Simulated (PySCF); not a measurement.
PySCF input for Be(F)(SeH) (BeFHSe), SMILES [F][Be][SeH], r2SCAN-D4/def2-TZVP. The structure is a stationary point at r2SCAN-D4/def2-TZVP. One conformer was computed; it need not be the lowest.

```python
import numpy as np
from pyscf import gto, scf, dft, df
from pyscf.hessian import thermo

mol = gto.M(
    atom='''
    Be   -0.00148422    1.22784848    0.00000000
    F     0.00092101    2.60424674    0.00000000
    Se   -0.04207257   -0.80966485    0.00000000
    H     1.42811527   -0.82100971    0.00000000
    ''',
    basis='def2-TZVP',
    charge=0,
    spin=0,
    max_memory=1600,
    verbose=3,
)
mf = dft.RKS(mol, xc='r2scan').density_fit(auxbasis='def2-universal-jkfit')
mf.disp = 'd4'
mf.grids.level = 4
mf.conv_tol = 1e-11
mf.max_cycle = 100
mf.kernel()

# [left out here: the lines that compute and print the analytic Hessian (its translational invariance restored by hand, since the grid's response is missing), thermochemistry and intensities]
```

It prints:

```
converged SCF energy = -2516.84818823016

WARN: MGGA Hessian is sensitive to dft grids. grids.level 4 may not be dense enough.


WARN: DFTD4 does not support analytical Hessian, using finite difference.


WARN: Mole.unit (angstrom) is changed to Bohr

Mode                                 0                   1                   2
Irrep
Freq [cm^-1]                      230.4699            274.7311            385.5266
Reduced mass [au]                   4.1980              9.8149             16.7718
Force const [Dyne/A]                0.1314              0.4365              1.4687
Char temp [K]                     331.5949            395.2768            554.6869
Normal mode                   x     y     z       x     y     z       x     y     z
       0  Be                -0.28  0.00 -0.00   -0.00 -0.00  0.31   -0.00  0.13  0.00
       1   F                 0.09  0.00  0.00    0.00 -0.00 -0.09    0.00  0.18 -0.00
       2  Se                 0.01 -0.01  0.00    0.00  0.00 -0.01   -0.00 -0.06 -0.00
       3   H                 0.02  0.39  0.00    0.00  0.00 -0.03   -0.00 -0.09 -0.00
Mode                                 3                   4                   5
Irrep
Freq [cm^-1]                      580.6404           1337.1943           2418.3642
Reduced mass [au]                   1.2095             10.2596              1.0203
Force const [Dyne/A]                0.2403             10.8086              3.5157
Char temp [K]                     835.4123           1923.9249           3479.4877
Normal mode                   x     y     z       x     y     z       x     y     z
       0  Be                 0.13  0.00  0.00   -0.00 -0.29 -0.00    0.00 -0.00 -0.00
       1   F                -0.02  0.01 -0.00    0.00  0.11  0.00   -0.00  0.00  0.00
       2  Se                -0.01 -0.01 -0.00    0.00  0.01  0.00    0.01 -0.00  0.00
       3   H                 0.02  0.90 -0.00    0.00 -0.00  0.00   -0.99  0.03  0.00
temperature 298.1500 [K]
pressure 101325.00 [Pa]
Rotational constants [GHz] 234.85958 2.59526 2.56690
Symmetry number 1
Zero-point energy (ZPE) 0.01191 [Eh]   31263.963 [J/mol]
                           tot       elec      trans        rot        vib
Entropy [J/mol/K]       283.504      0.000    167.139     95.584     20.781
Cv [J/mol/K]             50.976      0.000     12.472     12.472     26.032
Cp [J/mol/K]             59.290      0.000     20.786     12.472     26.032
Internal energy [J/mol]                      3718.434   3718.434  35127.568
Internal energy [Eh]   -2516.83198  -2516.84819
Enthalpy [J/mol]                             6197.391   3718.434  35127.568
Enthalpy [Eh]          -2516.83103
Gibbs free energy [J/mol]                  -43635.015 -24779.993  28931.801
Gibbs free energy [Eh] -2516.86323
mode   freq/cm-1   IR/(km/mol)
   1      230.47        55.217
   2      274.73        50.829
   3      385.53         1.503
   4      580.64         5.858
   5     1337.19       316.187
   6     2418.36         3.236
max |gradient| / (hartree/bohr): 0.00012574327854285094
APT charges: [ 0.9486 -0.631  -0.3277  0.0097]
```

The run converged.
